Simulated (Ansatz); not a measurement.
The cluster Hf2P2⁻: single points at one geometry.

```yaml
crystal:
  periodic: [false, false, false]
  atoms:
    - {symbol: Hf, position_ang: [0.849792, 0.229355, 1.130747]}
    - {symbol: Hf, position_ang: [-0.263686, -0.922387, -1.064435]}
    - {symbol: P, position_ang: [0.856745, 1.219285, -1.074295]}
    - {symbol: P, position_ang: [-1.442850, -0.526252, 1.007973]}
basis:
  gaussian: {orbitals: def2-TZVPD, initial_orbitals: start.molden}
total_charge: -1
magnetization: {spin_polarized: true, initial_magnetization: 1}
hamiltonian: {xc: pbe, dispersion: d4}
scf: {omitted_lower_state_checks: [starts]}
output: {orbitals: {seedname: orbitals}}
```

The file start.molden holds the orbitals of an earlier run on this structure, at another level or in another basis.

```sh
$ ansatz run in.yaml --threads 4 --pin off --events-out ev --progress --plain --max-ram 3916MiB
```

Shortened log:

```
Functional definition: PBE
1284 factors; their error is unknown
mean field evaluation 1: about -21184.7349 eV, gradient 7.5e0 eV
mean field evaluation 2: about -21184.8857 eV, gradient 3.4e-1 eV
mean field evaluation 4: about -21184.8819 eV, gradient 1.5e-1 eV
mean field evaluation 8: about -21184.8879 eV, gradient 2.7e-2 eV
mean field evaluation 16: about -21184.8881 eV, gradient 1.6e-3 eV
mean field -21184.88805892 eV, -778.5302765325 hartree, gradient 6.9e-6 eV, S^2 0.760539; 0 other end points of the search recorded, 0 dependent functions left out
reference -21184.88809648 eV, -778.5302779128 hartree; 28, 27 occupied and 144, 145 virtual orbitals, 1284 factors
Total energy: -21185.08884105 eV, -778.5376551397 hartree
Checks for a lower state left out: starts
```

Hardware: 4 threads of Arm Neoverse N1 on a shared host. Wall time 25 s.

First input, but with `hamiltonian: {xc: pbe0, dispersion: d4}` (abridged; 29 s):

```
Functional definition: PBE0
mean field evaluation 16: about -21183.9107 eV, gradient 9.7e-6 eV
mean field -21183.91071241 eV, -778.4943597107 hartree, gradient 9.7e-6 eV, S^2 1.127209
Total energy: -21184.08275543 eV, -778.5006821749 hartree
Checks for a lower state left out: starts
```

As the first input, with `hamiltonian: {xc: r2scan, dispersion: d4}` (abridged; 50 s):

```
Functional definition: r2SCAN
mean field evaluation 16: about -21191.5449 eV, gradient 8.2e-6 eV
mean field -21191.54492874 eV, -778.7749119861 hartree, gradient 7.9e-6 eV, S^2 1.184763
Total energy: -21191.58032925 eV, -778.7762129307 hartree
Checks for a lower state left out: starts
```

Geometry: PBE-D4/def2-SVP, that of the neutral singlet.

In the def2 sets Hf takes a core potential; there is no spin–orbit coupling. At PBE-D4/def2-TZVPD, r2SCAN-D4/def2-TZVPD the highest occupied level of the charge -1 doublet lies above zero (up to 0.56 eV). Its loss leaves the charge 0 singlet, which lies 1.47 eV higher (vertical, at PBE-D4/def2-TZVPD), but this difference is unsure: the singlet is doubtful (at the level of its geometry, restricted singlet, unstable towards broken spin symmetry at other levels and untested here). At PBE0-D4/def2-TZVPD, r2SCAN-D4/def2-TZVPD the charge -1 doublet is spin-contaminated (final ⟨S²⟩ up to 1.18, 0.75 for a pure state). The structure comes from a short search, and lower isomers may exist.
